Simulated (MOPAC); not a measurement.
Input file for MOPAC: AM1 on HF (SMILES F).

```
AM1 1SCF PRECISE CHARGE=0 THREADS=1
FH

F     -0.08209952 1     0.19386140 1    -0.50397270 1
H     -0.06940098 1     0.09894462 1     0.41765146 1
```

Program output:

```
*******************************************************************************
 **                                                                           **
 **                              MOPAC v23.2.5                                **
 **                                                                           **
 *******************************************************************************
 ** MOPAC's Digital Object Identifier: https://doi.org/10.5281/zenodo.6511958 **
 **                                                                           **
 ** Please cite the open-source release paper for use of this MOPAC version:  **
 ** J. E. Moussa and J. J. P. Stewart (2026)                                  **
 ** MOPAC: An open-source semiempirical molecular orbital program             **
 ** J. Open Source Softw., 11(119), 8025, https://doi.org/10.21105/joss.08025 **
 *******************************************************************************

                              AM1 CALCULATION RESULTS

 *******************************************************************************
 *  AM1        - The AM1 Hamiltonian to be used
 *
 *
 *
 *                 CHARGE ON SYSTEM = 0
 *
 *
 *
 *  PRECISE    - TIGHTER CRITERIA TO BE USED
 *  1SCF       - DO 1 SCF AND THEN STOP
 *  THREADS=1  - MULTI-THREADING NOT USED
 *  T=         - A TIME OF 172800.0 SECONDS REQUESTED
 *  DUMP=N     - RESTART FILE WRITTEN EVERY 7200.0 SECONDS REQUESTED
 *******************************************************************************
AM1 1SCF PRECISE CHARGE=0 THREADS=1
 FH

   ATOM   CHEMICAL          X               Y               Z
  NUMBER   SYMBOL      (ANGSTROMS)     (ANGSTROMS)     (ANGSTROMS)

     1       F         -0.08209952  *   0.19386140  *  -0.50397270  *
     2       H         -0.06940098  *   0.09894462  *   0.41765146  *



          CARTESIAN COORDINATES

    NO.       ATOM           X           Y           Z

     1         F         -0.0821      0.1939     -0.5040
     2         H         -0.0694      0.0989      0.4177

  H: (AM1): M.J.S. DEWAR ET AL, J. AM. CHEM. SOC. 107 3902-3909 (1985)
  F: (AM1): M.J.S. DEWAR AND E. G. ZOEBISCH, THEOCHEM, 180, 1 (1988).

           Empirical Formula: H F  =     2 atoms



      MOLECULAR POINT GROUP   :   C*v


      RHF CALCULATION, NO. OF DOUBLY OCCUPIED LEVELS = 4


 -------------------------------------------------------------------------------
 AM1 1SCF PRECISE CHARGE=0 THREADS=1
 FH



     1SCF WAS SPECIFIED, SO BFGS WAS NOT USED
     SCF FIELD WAS ACHIEVED


                              AM1 CALCULATION
                                                       MOPAC v23.2.5 Linux




          FINAL HEAT OF FORMATION =        -67.85206 KCAL/MOL =    -283.89303 KJ/MOL


          COSMO AREA              =         39.53 SQUARE ANGSTROMS
          COSMO VOLUME            =         23.08 CUBIC ANGSTROMS

          IONIZATION POTENTIAL    =         13.976234 EV
          HOMO LUMO ENERGIES (EV) =        -13.976  5.492
          NO. OF FILLED LEVELS    =          4
          MOLECULAR WEIGHT        =         20.0063         POINT GROUP:  C*v

          MOLECULAR DIMENSIONS (Angstroms)

            Atom       Atom       Distance
            H     2    F     1     0.92659
            H     2    F     1     0.00000
            F     1    H     2     0.00000


          SCF CALCULATIONS        =          1





   ATOM   CHEMICAL          X               Y               Z
  NUMBER   SYMBOL      (ANGSTROMS)     (ANGSTROMS)     (ANGSTROMS)

     1       F         -0.08209952  *   0.19386140  *  -0.50397270  *
     2       H         -0.06940098  *   0.09894462  *   0.41765146  *

                             CARTESIAN COORDINATES

   1    F       -0.082099520     0.193861400    -0.503972700
   2    H       -0.069400980     0.098944620     0.417651460


           Empirical Formula: H F  =     2 atoms



      MOLECULAR POINT GROUP   :   C*v


                  EIGENVALUES
 -48.02197 -17.07654 -13.97623 -13.97623   5.49233


              NET ATOMIC CHARGES AND DIPOLE CONTRIBUTIONS

  ATOM NO.   TYPE          CHARGE      No. of ELECS.   s-Pop       p-Pop
    1          F          -0.279683        7.2797     1.90112     5.37856
    2          H           0.279683        0.7203     0.72032
 DIPOLE           X         Y         Z       TOTAL
 POINT-CHG.     0.017    -0.128     1.238     1.245
 HYBRID         0.007    -0.054     0.520     0.522
 SUM            0.024    -0.181     1.758     1.767


          ATOMIC ORBITAL ELECTRON POPULATIONS

     Atom    s        px        py        pz
    1  F   1.90112   1.99988   1.99348   1.38520
    2  H   0.72032

 **********************
 *                    *
 * JOB ENDED NORMALLY *
 *                    *
 **********************




 == MOPAC DONE ==
```

The run finished.

Cost: about 0.020 core-seconds (a rough figure).
